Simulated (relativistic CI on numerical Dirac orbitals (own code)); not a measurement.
# Slater and spin-orbit integrals, Ag XXXII

Calculated at this level of theory: Dirac-Coulomb-Breit CI, separate exchange-only KLI orbitals for each configuration, a model potential for QED, unscaled Slater integrals (own radial code, finite nucleus).

Slater integrals F^k, G^k are unscaled and averaged over j, outside the closed core [Ne]; ζ comes from projecting the Hamiltonian with its Breit term on Σ l·s of the shell.

- 3s²3p⁴: F^2(3p,3p) = 309270, ζ(3p) = 220580 cm⁻¹; <r>(3p) = 0.3205, <r^2>(3p) = 0.1185 (bohr units).
- 3s3p⁵: G^1(3s,3p) = 390750, ζ(3p) = 220460 cm⁻¹; <r>(3s) = 0.33, <r^2>(3s) = 0.1239, <r>(3p) = 0.3208, <r^2>(3p) = 0.1187 (bohr units).
- 3s²3p³3d: F^2(3p,3p) = 308920, ζ(3p) = 220250, F^2(3p,3d) = 310330, G^1(3p,3d) = 329090, G^3(3p,3d) = 220740, ζ(3d) = 28228 cm⁻¹; <r>(3p) = 0.3209, <r^2>(3p) = 0.1188, <r>(3d) = 0.285, <r^2>(3d) = 0.09389 (bohr units).

Averages of the first 10 configurations, taken without configuration mixing, which lowers the lowest level and can move excited configurations by several eV; other configurations of the list can lie among them:

| Configuration | Parity | States | Average energy above the lowest level (eV) |
| --- | --- | --- | --- |
| 3s²3p⁴ | even | 15 | 36.3 |
| 3s3p⁵ | odd | 12 | 167.2 |
| 3s²3p³3d | odd | 200 | 190.2 |
| 3p⁶ | even | 1 | 311.3 |
| 3s3p⁴3d | even | 300 | 315.3 |
| 3p⁵3d | odd | 60 | 453.8 |
| 3s3p³3d² | odd | 1800 | 468.5 |
| 3s²3p²3d4p | odd | 900 | 1092.1 |
| 3p⁵4s | odd | 12 | 1155.1 |
| 3s3p³3d4s | odd | 800 | 1162.5 |
